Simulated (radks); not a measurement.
Problem. Coherent X-ray form factor from a spherical all-electron density. Method: scalar-relativistic Kohn-Sham, BLYP, spin-polarised, spherical densities, point nucleus; computed with a radial shooting solver on a logarithmic mesh with Libxc functionals.

| sin(theta)/lambda (1/angstrom) | f0 (electrons) |
|---|---|
| 0.05 | 32.451 |
| 0.1 | 30.991 |
| 0.15 | 29.039 |
| 0.2 | 26.989 |
| 0.25 | 25.061 |
| 0.3 | 23.321 |
| 0.4 | 20.291 |
| 0.5 | 17.628 |
| 0.6 | 15.231 |
| 0.8 | 11.370 |
| 1 | 8.832 |
| 1.25 | 7.046 |
| 1.5 | 6.063 |
| 2 | 4.770 |

The species is in the configuration that NIST lists as its ground one. Which atom or ion scatters so?

Solution. The selenium ion Se+, [Ar] 3d10 4s2 4p3. Extrapolating in s^2 from the first two rows gives f0(0) = 32.9, near the electron count 33; among species with that count, the fall with angle is slower the higher Z, and the table is that of Z = 34; from so few rows the species is fixed only to a neighbour or two.
